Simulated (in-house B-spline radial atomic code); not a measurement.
Results of a calculation; reference values are marked as such.
# Cs in an electron gas of r_s = 3.6: phase shifts, screening and friction

A nucleus sits in a uniform electron gas with a rigid positive background. The Kohn-Sham equations are solved self-consistently in the spin-unpolarised LDA (PW92), non-relativistic, on B-splines with outgoing waves at the boundary and partial waves to l = 8. The model has no lattice, no bands and no magnetic solution. Atomic units; δ_l are the phase shifts at the Fermi level, counted so that each bound state adds π, and good to about 0.0005. Heavy atoms are models without relativity.

The density parameter is r_s = 3.6 bohr.

```
l  δ_l (rad)
0    15.0184
1    12.2593
2     6.9397
3    -0.0089
4    -0.0043
5     0.0000
6    -0.0002
7     0.0000
8    -0.0001
```

Bound levels below the band bottom (hartree): s -7.228, p -5.541, d -2.621, s -0.6934, p -0.287 and deeper ones.

Task: Check the Friedel sum rule, and say where the screening charge sits.

Result: k_F = (9π/4)^(1/3)/r_s = 0.53310. The rule is Z = (2/π) Σ (2l + 1) δ_l. The terms are s 9.561, p 23.414, d 22.090, f -0.040 and -0.027 beyond, in all 54.997 against Z = 55. Bound states hold 10 s, 24 p, 20 d electrons, so the scattering states carry 1.00 in all; where a term is smaller than its bound count, the bound level has drawn weight out of the band.

Task: Find the transport cross section and the electronic stopping of a 2 keV Cs ion (mass 132.91 u).

Result: σ_tr = (4π/k_F²) Σ (l + 1) sin²(δ_l − δ_(l+1)). The terms for l = 0 to 3 are 0.1393, 1.3489, 1.1435, 0.0001, all together 2.6319, so σ_tr = 44.217 × 2.6319 = 116.374 bohr². With n = 3/(4π r_s³) = 0.005117, the friction coefficient is Q = n k_F σ_tr = 0.3174. For v well below v_F = 0.533, dE/dx = Q v; with 24801 eV per u at v = 1, v = √(2000/(24801 × 132.91)) = 0.0246, so dE/dx = 0.00782 hartree/bohr = 4.02 eV/nm. The largest term couples the p and d waves.
